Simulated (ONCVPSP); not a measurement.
## Cutoff test, gold (Au), ONCV

Au, optimised norm-conserving Vanderbilt (ONCV), made with ONCVPSP 4.0.1 (PBE, scalar-relativistic). Core [Kr] 4d10, reference 4f14 5s2 5p6 5d10 6s1. Waves: 5s+6s: rc 1.50 bohr, ncon 3, nbas 6, qcut 7.7 1/bohr, 2 projectors; 5p: rc 1.70 bohr, ncon 5, nbas 9, qcut 7.8 1/bohr, 2 projectors, debl 1.8 Ha; 5d: rc 2.05 bohr, ncon 4, nbas 9, qcut 6.8 1/bohr, 2 projectors, debl 1.6 Ha; 4f: rc 0.60 bohr, ncon 4, nbas 9, qcut 31.3 1/bohr, 2 projectors, debl 1.6 Ha. Local part: polynomial inside 0.55 bohr (lpopt 5, dvloc0 0 Ha). Core correction: Teter function, fcfact 5.25, rcfact 1.15.

In the p channel the program set the typed energies aside and used -2.197, 0.250 Ha. In the f channel the program set the typed energies aside and used -2.981, 0.250 Ha.

Q: For each optimised wave give the share of its norm inside rc, the residual kinetic energy above qcut (Ha) and the cutoffs (Ha) for errors of 10, 1, 0.1 and 0.01 mHa per electron.

A:

| wave | norm inside rc | residual KE | 10 mHa | 1 mHa | 0.1 mHa | 0.01 mHa |
| --- | --- | --- | --- | --- | --- | --- |
| 5s | 0.956 | 1.8e-05 | 17.4 | 22.5 | 26.3 | 47.1 |
| 6s | 0.059 | 1.3e-05 | 14.0 | 21.3 | 25.9 | 31.3 |
| 5p | 0.940 | 2.6e-05 | 11.5 | 18.6 | 26.7 | 59.9 |
| p projector 2 | 0.081 | 2.1e-05 | 9.9 | 14.1 | 26.1 | 38.7 |
| 5d | 0.783 | 6.7e-06 | 14.2 | 17.6 | 20.3 | 23.4 |
| d projector 2 | 0.093 | 8.2e-06 | 13.2 | 17.2 | 20.3 | 23.4 |
| 4f | 0.733 | 8.8e-07 | 344.2 | 391.8 | 428.9 | 457.9 |
| f projector 2 | 0.000 | 1.2e-10 | 0.9 | 100.3 | 206.7 | 285.7 |

The occupied waves need 392 Ha and 429 Ha for 1 and 0.1 mHa. Rows with under 1 % of the norm inside rc give no meaningful cutoff. Note: ghosts flagged at negative energy: s at -950.9 eV, p at -347.0 eV, d at -505.5 eV; no localised positive-energy state flagged. A true bound ghost makes a file unfit for plane-wave use.
